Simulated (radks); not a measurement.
Q: Coherent X-ray form factor from a spherical all-electron density. Calculated with a radial shooting solver on a logarithmic mesh with Libxc functionals: Dirac Kohn-Sham, LB94 model potential, spin-unpolarised, spherical densities, finite nucleus; Fermi nuclear charge, rms radius of each element as measured or else 0.836 A^(1/3) + 0.57 fm.

sin(theta)/lambda (1/angstrom),f0 (electrons)
0.05,15.868
0.1,15.485
0.15,14.888
0.2,14.129
0.25,13.268
0.3,12.368
0.4,10.644
0.5,9.215
0.6,8.140
0.8,6.743
1,5.761
1.25,4.650
1.5,3.661
2,2.304

The species is in the configuration that NIST lists as its ground one. Which atom or ion scatters so?

A: The titanium ion Ti6+, [Ne] 3s2 3p4. Extrapolating in s^2 from the first two rows gives f0(0) = 16.0, near the electron count 16; among species with that count, the fall with angle is slower the higher Z, and the table is that of Z = 22; from so few rows the species is fixed only to a neighbour or two.
